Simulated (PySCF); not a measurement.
H6S.

```xyz
7

S      0.0000     0.0000     0.0000
H      0.0000     1.4063     0.0000
H      0.0000    -1.4063     0.0000
H     -1.4063     0.0000     0.0000
H      1.4063     0.0000     0.0000
H      0.0000     0.0000     1.4063
H      0.0000     0.0000    -1.4063
```

The structure is a stationary point at ωB97X-D3(BJ)/def2-TZVP.

Computed with PBE/pcSseg-2 in PySCF. Non-relativistic, no solvent.

Q: Give the absolute GIAO shielding of each atom: isotropic value and principal components (ppm). (An estimate is asked for; the answer gives what the named calculation found.)

A: 
| atom | σ(iso) | σ11 | σ22 | σ33 | span |
|---|---|---|---|---|---|
| S1 | 739.8 | 739.8 | 739.8 | 739.8 | 0.0 |
| H2 | 19.3 | 17.6 | 17.6 | 22.8 | 5.2 |
| H3 | 19.3 | 17.6 | 17.6 | 22.8 | 5.2 |
| H4 | 19.3 | 17.6 | 17.6 | 22.8 | 5.2 |
| H5 | 19.3 | 17.6 | 17.6 | 22.8 | 5.2 |
| H6 | 19.3 | 17.6 | 17.6 | 22.8 | 5.2 |
| H7 | 19.3 | 17.6 | 17.6 | 22.8 | 5.2 |
